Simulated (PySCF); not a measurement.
CdHI, SMILES [CdH][I].

Coordinates come from a PBE0-D3(BJ)/def2-TZVP optimisation. The def2 effective core potentials stand for the cores of Cd, I; spin–orbit coupling is left out.

Vertical ionisation energy (IE) and electron affinity (EA) in eV. Rows of orbital energies are one-electron estimates. Where ΔSCF, EOM or ADC give a negative EA the extra electron is unbound and the value depends on the basis.

```json
[
 {"level": "−ε(HOMO), −ε(LUMO), PBE0/def2-TZVPD (PySCF)", "IE": "7.51", "EA": "1.10"},
 {"level": "−ε(HOMO), −ε(LUMO), HF/def2-TZVPD (PySCF)", "IE": "9.91", "EA": "-1.21"}
]
```
